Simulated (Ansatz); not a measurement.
Reactions of `O[SiH]([SiH3])[SiH2]S`.

Calculated with Ansatz (gas phase, PBE0-D4/def2-TZVP geometries, no zero-point term in ΔE). CBS: MP2 limit from def2 TZ/QZ plus the TZ coupled-cluster correction, frozen cores. This one scheme is used for every species. DFT in def2-TZVPP. B3LYP here is the variant with VWN-RPA as its local correlation; programs differ in this. No spin–orbit coupling; open shells (•) take unrestricted orbitals. Each species was taken in one conformer, which may not be the lowest.

```
                                                                      reaction  HF/CBS(def2) (kJ/mol)  B3LYP-D4 (kJ/mol)  CCSD/CBS(def2) (kJ/mol)  ωB97X-V (kJ/mol)  CCSD(T)/CBS(def2) (kJ/mol)
                 `O[SiH]([SiH3])[SiH2]S` + BH₃ → `B[SiH](O)[SiH3]` + `[SiH3]S`                     10                 20                       17                18                          19
            `O[SiH]([SiH3])[SiH2]S` + `BOCF` → `FCOB[SiH2]S` + `O[SiH2][SiH3]`                     18                 31                       26                27                          28
                        `O[SiH]([SiH3])[SiH2]S` → `[SiH2]S`• + `O[SiH][SiH3]`•                    223                300                      315               323                         322
`O[SiH]([SiH3])[SiH2]S` + `C=C=C(F)Cl` → `FC(Cl)=C=C[SiH3]` + `O[SiH2][SiH2]S`                    -17                 -2                       -6                -3                          -5
                             `O[SiH]([SiH3])[SiH2]S` → `O[SiH](S)[SiH2][SiH3]`                    -19                -17                      -19               -19                         -19
                  `O[SiH]([SiH3])[SiH2]S` + H₂S → `S[SiH2]S` + `O[SiH2][SiH3]`                    -70                -49                      -56               -52                         -53
    `O[SiH]([SiH3])[SiH2]S` + `O[SiH2]O` → `O[SiH2]O[SiH2]S` + `O[SiH2][SiH3]`                   -145               -113                     -118              -113                        -114
  `O[SiH]([SiH3])[SiH2]S` + `[SiH3]OCS` → `[SiH3]OCS[SiH3]` + `O[SiH2][SiH2]S`                    -61                -51                      -54               -52                         -54
                              `O[SiH]([SiH3])[SiH2]S` → `O[SiH2]S[SiH2][SiH3]`                    -86                -74                      -80               -76                         -80
                        `O[SiH]([SiH3])[SiH2]S` → `O[SiH]([SiH3])S` + `[SiH2]`                    195                224                      220               237                         226
```

Largest T1 diagnostic: 0.016, for `[SiH2]S`•.
